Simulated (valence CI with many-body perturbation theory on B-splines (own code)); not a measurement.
# Pd XLI: calculated level list

Calculated by relativistic CI+MBPT: four valence electrons over a frozen Dirac-Fock core [He], a basis of 9 s, 9 p, 8 d, 6 f, 3 g, 1 h functions for each j, with the one-electron correlation potential Σ1, the two-electron term Σ2, the three-electron term Σ3, Breit, model QED; selected CI, second order for the rest (own B-spline code, finite nucleus).

No measured spectrum was set against this ion. As an estimate, large intervals hold to a few tenths of a per cent, small ones and those within an open d or f shell to about a per cent. Among the levels kept, up to 350 cm⁻¹ of a level comes from second order outside the variational space, and about a tenth of that is noise between levels of different J, which matters for small intervals.

Levels 1 to 45 of 51, with energies above the lowest level, (2s^2 2p1/2^2) J=0. "Leading %" is the weight of the configuration and term that name the level; weights of strongly mixed levels are sums over their largest components and can fall short. In the jj column 3d3/2^4 stands for four electrons in 3d with j = 3/2. Lifetimes count E1, E2, E3, M1 and M2 decay at the calculated energies, and are blank where another channel may lead or the interval is too uncertain; long ones can be off by a factor of two.

| No. | Configuration | Term | J | E (eV) | Leading % | Second component | g | Lifetime | Leading jj |
| --- | --- | --- | --- | --- | --- | --- | --- | --- | --- |
| 1 | 2s2 2p2 | 3P | 0 | 0.0 | 73 | 26 % 2s2 2p2 1S |  |  | 2s^2 2p1/2^2 (99 %) |
| 2 | 2s2 2p2 | 3P | 1 | 158.7 | 100 |  | 1.489 | 36.6 ns | 2s^2 2p1/2 2p3/2 (100 %) |
| 3 | 2s2 2p2 | 1D | 2 | 172.3 | 60 | 40 % 2s2 2p2 3P | 1.186 | 37.7 μs | 2s^2 2p1/2 2p3/2 (99 %) |
| 4 | 2s 2p3 | 5S° | 2 | 304.6 | 45 | 39 % 2s 2p3 3P° | 1.648 | 125 ps | 2s 2p1/2^2 2p3/2 (94 %) |
| 5 | 2s2 2p2 | 3P | 2 | 340.8 | 59 | 40 % 2s2 2p2 1D | 1.287 | 18.7 ns | 2s^2 2p3/2^2 (98 %) |
| 6 | 2s 2p3 | 3D° | 1 | 356.7 | 42 | 23 % 2s 2p3 3P° | 1.033 | 3.66 ps | 2s 2p1/2^2 2p3/2 (96 %) |
| 7 | 2s2 2p2 | 1S | 0 | 373.5 | 72 | 27 % 2s2 2p2 3P |  | 13.2 ns | 2s^2 2p3/2^2 (98 %) |
| 8 | 2s 2p3 | 3D° | 2 | 455.7 | 51 | 41 % 2s 2p3 5S° | 1.504 | 15.7 ps | 2s 2p1/2 2p3/2^2 (94 %) |
| 9 | 2s 2p3 | 3D° | 3 | 484.2 | 100 |  | 1.320 | 17.4 ps | 2s 2p1/2 2p3/2^2 (100 %) |
| 10 | 2s 2p3 | 3P° | 0 | 513.6 | 100 |  |  | 4.27 ps | 2s 2p1/2 2p3/2^2 (100 %) |
| 11 | 2s 2p3 | 3D° | 1 | 524.7 | 37 | 35 % 2s 2p3 3S° | 1.279 | 2.45 ps | 2s 2p1/2 2p3/2^2 (97 %) |
| 12 | 2s 2p3 | 1D° | 2 | 534.6 | 68 | 22 % 2s 2p3 3D° | 1.098 | 2.36 ps | 2s 2p1/2 2p3/2^2 (95 %) |
| 13 | 2s 2p3 | 3P° | 1 | 539.6 | 42 | 31 % 2s 2p3 1P° | 1.409 | 2.34 ps | 2s 2p1/2 2p3/2^2 (96 %) |
| 14 | 2s 2p3 | 3P° | 2 | 676.0 | 51 | 25 % 2s 2p3 1D° | 1.365 | 4.07 ps | 2s 2p3/2^3 (95 %) |
| 15 | 2p4 | 3P | 2 | 696.6 | 72 | 27 % 2p4 1D | 1.350 | 2.33 ps | 2p1/2^2 2p3/2^2 (98 %) |
| 16 | 2s 2p3 | 1P° | 1 | 722.4 | 46 | 27 % 2s 2p3 3S° | 1.228 | 1.53 ps | 2s 2p3/2^3 (96 %) |
| 17 | 2p4 | 1S | 0 | 732.5 | 56 | 43 % 2p4 3P |  | 1.83 ps | 2p1/2^2 2p3/2^2 (97 %) |
| 18 | 2p4 | 3P | 1 | 862.8 | 100 |  | 1.489 | 1.49 ps | 2p1/2 2p3/2^3 (100 %) |
| 19 | 2p4 | 1D | 2 | 877.5 | 72 | 27 % 2p4 3P | 1.124 | 1.69 ps | 2p1/2 2p3/2^3 (99 %) |
| 20 | 2p4 | 3P | 0 | 1062.7 | 57 | 42 % 2p4 1S |  | 1.14 ps | 2p3/2^4 (98 %) |
| 21 | 2s2 2p 3s | 3P° | 0 | 3507.5 | 99 |  |  | 40.4 fs | 2s^2 2p1/2 3s (99 %) |
| 22 | 2s2 2p 3s | 3P° | 1 | 3509.9 | 68 | 31 % 2s2 2p 3s 1P° | 1.331 | 31.5 fs | 2s^2 2p1/2 3s (99 %) |
| 23 | 2s2 2p 3p | 3D | 1 | 3553.3 | 72 | 23 % 2s2 2p 3p 1P | 0.659 | 2.84 ps | 2s^2 2p1/2 3p1/2 (99 %) |
| 24 | 2s2 2p 3p | 3P | 0 | 3576.6 | 70 | 28 % 2s2 2p 3p 1S |  | 723 fs | 2s^2 2p1/2 3p1/2 (98 %) |
| 25 | 2s2 2p 3p | 3P | 1 | 3608.7 | 40 | 27 % 2s2 2p 3p 3S | 1.533 | 273 fs | 2s^2 2p1/2 3p3/2 (88 %) |
| 26 | 2s2 2p 3p | 3D | 2 | 3613.5 | 57 | 26 % 2s2 2p 3p 1D | 1.165 | 1.76 ps | 2s^2 2p1/2 3p3/2 (98 %) |
| 27 | 2s 2p2 3s | 5P | 1 | 3643.0 | 53 | 21 % 2s 2p2 3s 3S | 2.113 | 48.9 fs | 2s 2p1/2^2 3s (83 %) |
| 28 | 2s2 2p 3d | 3F° | 2 | 3652.4 | 74 | 20 % 2s2 2p 3d 1D° | 0.757 | 27.9 fs | 2s^2 2p1/2 3d3/2 (99 %) |
| 29 | 2s 2p2 3s | 3P | 0 | 3659.3 | 75 | 24 % 2s 2p2 3s 1S |  | 43.2 fs | 2s 2p1/2^2 3s (94 %) |
| 30 | 2s2 2p 3d | 3D° | 1 | 3667.3 | 49 | 27 % 2s2 2p 3d 1P° | 0.854 | 3.16 fs | 2s^2 2p1/2 3d3/2 (92 %) |
| 31 | 2s2 2p 3d | 3P° | 2 | 3673.6 | 40 | 30 % 2s2 2p 3d 3D° | 1.306 | 4.82 fs | 2s^2 2p1/2 3d5/2 (85 %) |
| 32 | 2s2 2p 3d | 3F° | 3 | 3677.2 | 51 | 26 % 2s2 2p 3d 1F° | 1.109 | 5.57 fs | 2s^2 2p1/2 3d5/2 (99 %) |
| 33 | 2s2 2p 3s | 3P° | 2 | 3686.1 | 84 | 5 % 2s2 2p 3d 3P° | 1.459 | 47.5 fs | 2s^2 2p3/2 3s (84 %) |
| 34 | 2s 2p2 3p | 5D° | 0 | 3687.7 | 57 | 39 % 2s 2p2 3p 3P° |  | 371 fs | 2s 2p1/2^2 3p1/2 (94 %) |
| 35 | 2s2 2p 3s | 1P° | 1 | 3688.0 | 38 | 15 % 2s2 2p 3s 3P° | 1.278 | 47.8 fs | 2s^2 2p3/2 3s (54 %) |
| 36 | 2s2 2p 3s | 1P° | 1 | 3691.5 | 29 | 16 % 2s 2p2 3p 5D° | 1.332 | 32.4 fs | 2s 2p1/2^2 3p1/2 (49 %) |
| 37 | 2s2 2p 3p | 3P | 1 | 3738.8 | 52 | 22 % 2s2 2p 3p 3S | 1.437 | 684 fs | 2s^2 2p3/2 3p1/2 (95 %) |
| 38 | 2s2 2p 3p | 3D | 2 | 3741.5 | 40 | 31 % 2s2 2p 3p 1D | 1.191 | 1.05 ps | 2s^2 2p3/2 3p1/2 (95 %) |
| 39 | 2s 2p2 3p | 5P° | 2 | 3744.6 | 27 | 24 % 2s 2p2 3p 5D° | 1.571 | 273 fs | 2s 2p1/2^2 3p3/2 (92 %) |
| 40 | 2s 2p2 3p | 3D° | 1 | 3749.0 | 40 | 18 % 2s 2p2 3p 1P° | 1.069 | 12.3 fs | 2s 2p1/2^2 3p3/2 (93 %) |
| 41 | 2s 2p2 3s | 5P | 2 | 3776.9 | 83 | 5 % 2s 2p2 3s 3P | 1.736 | 41.5 fs | 2s 2p1/2 2p3/2 3s (92 %) |
| 42 | 2s2 2p 3p | 3D | 3 | 3778.6 | 88 | 7 % 2s 2p2 3s 3D | 1.338 | 607 fs | 2s^2 2p3/2 3p3/2 (88 %) |
| 43 | 2s2 2p 3p | 1P | 1 | 3780.2 | 47 | 40 % 2s2 2p 3p 3S | 1.381 | 476 fs | 2s^2 2p3/2 3p3/2 (92 %) |
| 44 | 2s 2p2 3d | 5F | 1 | 3782.9 | 49 | 30 % 2s 2p2 3d 3D | 0.404 | 44.3 fs | 2s 2p1/2^2 3d3/2 (93 %) |
| 45 | 2s 2p2 3d | 5F | 2 | 3786.6 | 29 | 20 % 2s 2p2 3d 3D | 1.202 | 26.3 fs | 2s 2p1/2^2 3d3/2 (83 %) |

The ionisation energy to 2s2 2p 2P°_1/2 of the next ion comes out as 6252.6 eV (NIST: 6242 ± 7 eV (semi-empirical)). All 51 levels together are meant to be complete up to 3820.6 eV.
